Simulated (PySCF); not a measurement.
C2H5NO2Si, SMILES [SiH3]O/C=N/C=O.

The structure is a stationary point at r2SCAN-D4/def2-SVP. The structure was generated by enumeration; whether it is a known compound was not checked. Other conformers were not sampled.

Level of theory: TDA-PBE/def2-SVPD run with PySCF.

Vertical excitations. The molecule is in vacuum.

Q: List the lowest excited states. (An estimate is asked for; the answer gives what the named calculation found.)

A: 
| state | energy (eV) | λ (nm) | f | main pairs |
|---|---|---|---|---|
| S1 | 3.61 | 344 | 0.001 | HOMO→LUMO 100 % |
| S2 | 4.83 | 257 | 0.008 | HOMO−1→LUMO 91 % |
| S3 | 5.23 | 237 | 0.000 | HOMO→LUMO+1 95 % |
| S4 | 5.75 | 216 | 0.179 | HOMO−2→LUMO 51 %, HOMO−4→LUMO 17 %, HOMO→LUMO+2 13 % |
| S5 | 5.91 | 210 | 0.014 | HOMO→LUMO+2 58 %, HOMO−3→LUMO 29 % |
| S6 | 5.96 | 208 | 0.014 | HOMO−3→LUMO 68 %, HOMO→LUMO+2 27 % |
| S7 | 6.11 | 203 | 0.000 | HOMO→LUMO+3 99 % |
| S8 | 6.35 | 195 | 0.032 | HOMO−4→LUMO 66 % |
| S9 | 6.47 | 192 | 0.017 | HOMO−2→LUMO+1 64 %, HOMO−1→LUMO+1 35 % |
| S10 | 6.59 | 188 | 0.101 | HOMO−1→LUMO+1 46 %, HOMO−2→LUMO+1 27 % |
| T1 | 3.23 | 384 | 0 | HOMO→LUMO 100 % |
| T2 | 4.21 | 295 | 0 | HOMO−2→LUMO 94 % |
| T3 | 4.39 | 282 | 0 | HOMO−1→LUMO 95 % |
| T4 | 5.19 | 239 | 0 | HOMO→LUMO+1 99 % |
Triplets are in the Tamm–Dancoff approximation.
